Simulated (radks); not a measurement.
Q: The table gives one normalised radial function P(r) = r R(r) of Ti5+ in [Ne] 3s2 3p5 (r in bohr). Calculated with a radial shooting solver on a logarithmic mesh with Libxc functionals: scalar-relativistic Kohn-Sham, SCAN, spin-polarised, spherical densities, finite nucleus; open shells are filled with parallel spins first; meta-GGA in the generalised Kohn-Sham scheme; Fermi nuclear charge, rms radius 3.5921 fm.

| r | P |
|---|---|
| 0.003256 | 0.0728 |
| 0.004107 | 0.0898 |
| 0.005221 | 0.1110 |
| 0.006584 | 0.1353 |
| 0.008303 | 0.1635 |
| 0.01056 | 0.1965 |
| 0.01331 | 0.2315 |
| 0.01679 | 0.2675 |
| 0.02134 | 0.3026 |
| 0.02691 | 0.3291 |
| 0.03394 | 0.3411 |
| 0.04315 | 0.3279 |
| 0.05441 | 0.2791 |
| 0.06862 | 0.1848 |
| 0.08724 | 0.0339 |
| 0.11 | -0.1556 |
| 0.1387 | -0.3615 |
| 0.1764 | -0.5399 |
| 0.2224 | -0.6083 |
| 0.2805 | -0.5093 |
| 0.3566 | -0.2020 |
| 0.4497 | 0.2499 |
| 0.5672 | 0.7305 |
| 0.721 | 1.0774 |
| 0.9093 | 1.1395 |
| 1.147 | 0.9337 |
| 1.458 | 0.5808 |
| 1.838 | 0.2731 |
| 2.318 | 0.0910 |
| 2.947 | 0.0187 |
| 3.717 | 0.0024 |

Which n and l does it have? It may be an empty orbital.

A: n = 3, l = 0: the number of nodes gives n - l - 1 = 2, the rise at small r (about r^(l+1)) gives l, and the extent must fit the shell. The curve is that of 3s down; the table hardly tells the two spins apart. 3s down: eigenvalue -136.02 eV, 2 radial nodes at r = 0.0912, 0.398 bohr, <r> = 0.958 bohr, 90 % of the charge inside 1.41 bohr.
